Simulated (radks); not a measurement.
Spin polarisation of the 3d2 shell in Ti. Start: [Ar] 3d(up 1, down 1) 4s2; electrons of 3d are moved from spin down to spin up, other shells keep equal spins. All-electron calculation, scalar-relativistic Kohn-Sham, r2SCAN, spin-polarised, spherical densities, finite nucleus; meta-GGA in the generalised Kohn-Sham scheme; Fermi nuclear charge, rms radius of each element as measured or else 0.836 A^(1/3) + 0.57 fm. Program: a radial shooting solver on a logarithmic mesh with Libxc functionals.

| moment (Bohr magnetons) | E - E(0) (eV) | e(3d up) (eV) | e(3d down) (eV) | 4s down minus up (eV) | 3p down minus up (eV) | 3s down minus up (eV) |
|---|---|---|---|---|---|---|
| 0 | 0.000 | -4.084 | -4.084 | 0.000 | 0.000 | 0.000 |
| 0.5 | -0.066 | -4.334 | -3.806 | 0.146 | 0.573 | 0.568 |
| 1 | -0.264 | -4.556 | -3.501 | 0.295 | 1.145 | 1.134 |
| 1.5 | -0.593 | -4.747 | -3.170 | 0.451 | 1.714 | 1.698 |
| 2 | -1.052 | -4.900 | -2.813 | 0.617 | 2.277 | 2.255 |

At moment 2 the spin-polarisation energy is -1.052 eV and the 3d exchange splitting 2.087 eV, that is 1.043 eV per Bohr magneton; E = -I m^2/4 would give I = 1.052 eV.
